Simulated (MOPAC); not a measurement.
MOPAC input (PM6):

```
PM6 1SCF UHF MS=0.5 GEO-OK AUX(PRECISION=9) THREADS=1
CHBr2

C     0.57500900 1   -0.22014400 1    0.55248100 1
Br    0.51580800 1    1.53752800 1   -0.06876900 1
Br   -0.64156000 1   -1.48937400 1   -0.07032300 1
H     0.95126100 1   -0.36452300 1    1.55333500 1
```

Output:

```
 *******************************************************************************
 **                                                                           **
 **                              MOPAC v23.2.5                                **
 **                                                                           **
 *******************************************************************************
 ** MOPAC's Digital Object Identifier: https://doi.org/10.5281/zenodo.6511958 **
 **                                                                           **
 ** Please cite the open-source release paper for use of this MOPAC version:  **
 ** J. E. Moussa and J. J. P. Stewart (2026)                                  **
 ** MOPAC: An open-source semiempirical molecular orbital program             **
 ** J. Open Source Softw., 11(119), 8025, https://doi.org/10.21105/joss.08025 **
 *******************************************************************************

                              PM6 CALCULATION RESULTS

 *******************************************************************************
 *  PM6        - The PM6 Hamiltonian to be used
 *  GEO-OK     - OVERRIDE INTERATOMIC DISTANCE AND OTHER SAFETY CHECKS
 *  UHF        - UNRESTRICTED HARTREE-FOCK CALCULATION
 *  MS=        - IN MECI, MAGNETIC COMPONENT OF SPIN =  0.5
 *  1SCF       - DO 1 SCF AND THEN STOP
 *  AUX        - OUTPUT AUXILIARY INFORMATION
 *******************************************************************************
PM6 1SCF UHF MS=0.5 GEO-OK AUX(PRECISION=9) THREADS=1
 CHBr2

   ATOM   CHEMICAL          X               Y               Z
  NUMBER   SYMBOL      (ANGSTROMS)     (ANGSTROMS)     (ANGSTROMS)

     1       C          0.57500900  *  -0.22014400  *   0.55248100  *
     2      Br          0.51580800  *   1.53752800  *  -0.06876900  *
     3      Br         -0.64156000  *  -1.48937400  *  -0.07032300  *
     4       H          0.95126100  *  -0.36452300  *   1.55333500  *

          CARTESIAN COORDINATES

    NO.       ATOM           X           Y           Z

     1         C          0.5750     -0.2201      0.5525
     2        Br          0.5158      1.5375     -0.0688
     3        Br         -0.6416     -1.4894     -0.0703
     4         H          0.9513     -0.3645      1.5533

 General Reference for PM6:
 "Optimization of Parameters for Semiempirical Methods V: Modification of NDDO Approximations
 and Application to 70 Elements", J. J. P. Stewart, J. Mol. Mod., 13, 1173-1213 (2007)
 URL: https://link.springer.com/article/10.1007/s00894-007-0233-4

           Empirical Formula: C H Br2  =     4 atoms

      MOLECULAR POINT GROUP   :   Cs

          UHF CALCULATION, NO. OF ALPHA ELECTRONS =   10
                           NO. OF BETA  ELECTRONS =    9

 -------------------------------------------------------------------------------
 PM6 1SCF UHF MS=0.5 GEO-OK AUX(PRECISION=9) THREADS=1
 CHBr2

     1SCF WAS SPECIFIED, SO BFGS WAS NOT USED
     SCF FIELD WAS ACHIEVED

                              PM6 CALCULATION
                                                       MOPAC v23.2.5 Linux

          FINAL HEAT OF FORMATION =         35.11845 KCAL/MOL =     146.93561 KJ/MOL

          COSMO AREA              =        106.10 SQUARE ANGSTROMS
          COSMO VOLUME            =         91.89 CUBIC ANGSTROMS

          IONIZATION POTENTIAL    =          9.801273 EV
          ALPHA SOMO LUMO (EV)    =         -9.801 -0.735
          BETA  SOMO LUMO (EV)    =        -10.899 -0.823
          NO. OF ALPHA ELECTRONS  =         10
          NO. OF BETA  ELECTRONS  =          9
          MOLECULAR WEIGHT        =        172.8269         POINT GROUP:  Cs

          MOLECULAR DIMENSIONS (Angstroms)

            Atom       Atom       Distance
           Br     3   Br     2     3.24062
            H     4   Br     3     1.95275
            C     1    H     4     0.22171

          SCF CALCULATIONS        =          1

   ATOM   CHEMICAL          X               Y               Z
  NUMBER   SYMBOL      (ANGSTROMS)     (ANGSTROMS)     (ANGSTROMS)

     1       C          0.57500900  *  -0.22014400  *   0.55248100  *
     2      Br          0.51580800  *   1.53752800  *  -0.06876900  *
     3      Br         -0.64156000  *  -1.48937400  *  -0.07032300  *
     4       H          0.95126100  *  -0.36452300  *   1.55333500  *

                             CARTESIAN COORDINATES

   1    C        0.575009000    -0.220144000     0.552481000
   2   Br        0.515808000     1.537528000    -0.068769000
   3   Br       -0.641560000    -1.489374000    -0.070323000
   4    H        0.951261000    -0.364523000     1.553335000

           Empirical Formula: C H Br2  =     4 atoms

      MOLECULAR POINT GROUP   :   Cs

          ALPHA EIGENVALUES
 -27.39201 -26.69472 -23.43419 -16.00519 -14.58475 -13.83261 -11.48954 -11.20765
 -10.92212  -9.80127  -0.73497  -0.40684   4.76567 110.37333 110.52917 111.05480
 111.94017 111.96293 112.95551 112.98090 114.25478 114.51249 114.62384

           BETA EIGENVALUES
 -27.27744 -26.60835 -23.06162 -15.67918 -14.32711 -12.52159 -11.16697 -11.15364
 -10.89926  -0.82314  -0.33021   0.08858   4.96680 110.41516 110.48671 110.93950
 112.10708 112.12939 113.08240 113.10734 114.14634 114.50659 114.60570

              NET ATOMIC CHARGES AND DIPOLE CONTRIBUTIONS

  ATOM NO.   TYPE          CHARGE      No. of ELECS.   s-Pop       p-Pop       d-Pop
    1          C          -0.154088        4.1541     1.17376     2.98033
    2         Br          -0.016783        7.0168     1.98438     5.02491     0.00750
    3         Br          -0.016783        7.0168     1.98438     5.02491     0.00750
    4          H           0.187654        0.8123     0.81235
 DIPOLE           X         Y         Z       TOTAL
 POINT-CHG.     0.442    -0.170     1.002     1.109
 HYBRID        -0.554     0.212    -0.256     0.646
 SUM           -0.112     0.042     0.746     0.756

          ATOMIC ORBITAL ELECTRON POPULATIONS

     Atom    s        px        py        pz      x^2-y^2     xz        z^2       yz        xy
    1  C   1.17376   1.01023   0.87416   1.09594
    2 Br   1.98438   1.95319   1.18386   1.88785   0.00287   0.00014   0.00092   0.00238   0.00119
    3 Br   1.98438   1.57709   1.56044   1.88738   0.00122   0.00129   0.00092   0.00123   0.00284
    4  H   0.81235

                    (SZ)    =    0.500000
                    (S**2)  =    0.757996

          ATOMIC ORBITAL SPIN POPULATIONS

    Atom   Total    s     px     py     pz   x^2-y^2  xz     z^2    yz     xy
         Atomic
    1  C  0.9973  0.052  0.539  0.127  0.279
    2 Br  0.0141  0.001  0.038 -0.029  0.003  0.000  0.000  0.000  0.000  0.000
    3 Br  0.0141  0.001  0.037 -0.028  0.003  0.000  0.000  0.000  0.000  0.000
    4  H -0.0254 -0.025

 **********************
 *                    *
 * JOB ENDED NORMALLY *
 *                    *
 **********************

 == MOPAC DONE ==
```

The geometry given is a B3LYP-D3(BJ)/def2-TZVP minimum.
